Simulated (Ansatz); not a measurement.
Calculated with Ansatz (gas phase, PBE0-D4/def2-TZVP geometries, no zero-point term in ΔE). CCSD(T)/CBS adds triple-zeta CCSD(T) − MP2 to the extrapolated MP2 energy (def2 sets, frozen cores). Functionals use def2-TZVPP. B3LYP here is the variant with VWN-RPA as its local correlation; programs differ in this. One conformer a species, not always the lowest.

Consider the redistribution: `B[SiH2]B(C)[SiH3]` + `CCO[SiH3]` → `B[SiH2]OCC` + `CB([SiH3])[SiH3]`.

`B[SiH2]B(C)[SiH3]`:

Cartesian coordinates in Å:
```
B -0.724 -2.109 -1.143
Si -0.853 -0.138 -1.431
B -0.023 0.500 0.306
C -0.824 0.432 1.637
Si 1.897 1.108 0.235
H -1.601 -2.697 -0.579
H 0.266 -2.717 -1.425
H -2.265 0.335 -1.535
H -0.086 0.335 -2.618
H -0.528 -0.546 2.060
H -1.911 0.411 1.546
H -0.525 1.168 2.389
H 1.885 2.492 -0.327
H 2.576 1.162 1.562
H 2.716 0.264 -0.679
```

`CCO[SiH3]`:

Z-matrix (Å, degrees):
```
C
C 1 1.508
H 1 1.092 2 110.5
H 1 1.093 2 110.4 3 120.1
H 1 1.092 2 110.5 3 -119.9
O 2 1.416 1 109.3 3 59.9
H 2 1.098 1 110.3 3 -60.9
H 2 1.099 1 110.3 3 -179.2
Si 6 1.642 2 122.3 1 -180.0
H 9 1.491 6 111.0 2 59.9
H 9 1.481 6 106.6 2 -180.0
H 9 1.491 6 111.0 2 -59.9
```

`B[SiH2]OCC`:

```xyz
14

B     2.655   -0.119   -0.078
Si    1.156    0.040    1.245
O    -0.309    0.478    0.627
C    -0.977   -0.302   -0.344
C    -2.210    0.430   -0.813
H     2.516   -0.070   -1.266
H     3.767   -0.297    0.330
H     1.471    1.063    2.277
H     1.056   -1.295    1.923
H    -1.252   -1.274    0.086
H    -0.309   -0.500   -1.195
H    -2.882    0.620    0.026
H    -2.744   -0.163   -1.559
H    -1.939    1.389   -1.259
```

`CB([SiH3])[SiH3]`:

Z-matrix (Å, degrees):
```
C
B 1 1.554
H 1 1.093 2 115.9
H 1 1.092 2 115.8 3 131.4
H 1 1.106 2 102.4 3 -114.2
Si 2 2.018 1 120.5 3 22.7
Si 2 2.018 1 122.0 3 -160.2
H 6 1.495 2 105.8 1 -94.2
H 6 1.489 2 113.7 1 148.2
H 6 1.491 2 113.5 1 23.5
H 7 1.494 2 107.2 1 -101.0
H 7 1.491 2 111.5 1 142.2
H 7 1.491 2 114.6 1 18.7
```

Task: Is it downhill or uphill in electronic energy at CCSD(T)/CBS, and by how much? (Best estimate.)

Result: Computed: Uphill: ΔE = +13.5 kJ/mol.

Task: What do these levels give: PBE-D4, B3LYP, MP2/def2-TZVPP, MP2/def2-QZVPP, SCS-MP2/def2-QZVPP, HF/CBS(def2)? (Estimate.)

Result: The calculation gave: PBE-D4 16.6, B3LYP 11.2, MP2/def2-TZVPP 15.1, MP2/def2-QZVPP 15.3, SCS-MP2/def2-QZVPP 12.7, HF/CBS(def2) 5.3 kJ/mol.

Largest T1 diagnostic among the species: 0.015.

In def2-TZVPP, CCSD(T) changes the Hartree–Fock value by +8.3 kJ/mol (the triples alone add +2.2 kJ/mol) and MP2 by +10.1 kJ/mol.
